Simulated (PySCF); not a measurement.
C7H10N2S.
SMILES with atom numbers: `[CH3:1][S:2][c:3]1[cH:4][cH:5][n:6][n:7]1[CH:8]1[CH2:9][CH2:10]1`

NICS is the negative of the GIAO shielding at a point without a nucleus: at the ring centre (0) and 1 Å above and below it (1); zz is the component along the ring normal. Level: GIAO B97-2/pcSseg-1 (PySCF, non-relativistic, gas phase) on the PBE0-D3(BJ)/def2-SVP geometry, one conformer.

Rings: 1. C3–C4–C5–N6–N7; 2. C8–C9–C10.

```csv
set,NICS(0),"NICS(1), two faces","NICS(1)zz, two faces"
P,-40.0,-8.2 / -6.3,-22.6 / -19.7
Q,-12.4,-11.0 / -11.1,-26.9 / -26.9
```

Question: Which set (ppm) belongs to which ring?

Answer: P = 2, Q = 1.
- 1 (5-membered ring with 2 N; formal bonds all aromatic): mean NICS(1)zz -26.9 ppm, shielded. The ring is flat and has no four-coordinate atom; by the NICS criterion it is aromatic.
- 2 (3-membered carbocycle; formal bonds all single): mean NICS(1)zz -21.1 ppm, shielded. C8, C9, C10 have four or more neighbours, and the NICS criterion for π rings isn't applied.

Question: How do the rings differ in shape?

Answer: 
```json
{"ring": "1", "bond lengths (Å)": "1.390, 1.409, 1.323, 1.334, 1.359", "rms pucker (Å)": "0.00", "HOMA": "0.95", "nearest outside atom to a NICS(1) probe (Å)": "hydrogen 2.43"}
{"ring": "2", "bond lengths (Å)": "1.495, 1.502, 1.495", "rms pucker (Å)": "0.00", "HOMA": "–", "nearest outside atom to a NICS(1) probe (Å)": "hydrogen 1.42"}
```

HOMA = 1 − mean of α(R − Ropt)² over the ring bonds, with Krygowski's 1993 parameters (CC: Ropt 1.388 Å, α 257.7 Å⁻²; CN: Ropt 1.334 Å, α 93.52 Å⁻²; NN: Ropt 1.309 Å, α 130.33 Å⁻²). A dash marks a ring with a four-coordinate atom, a triple bond, no multiple bond or a kind of bond without parameters.

The values belong to the conformer `[CH3:1][S:2][c:3]1[cH:4][cH:5][n:6][n:7]1[CH:8]1[CH2:9][CH2:10]1`: C1–S2–C3–C4 10°, N6–N7–C8–C9 37°.
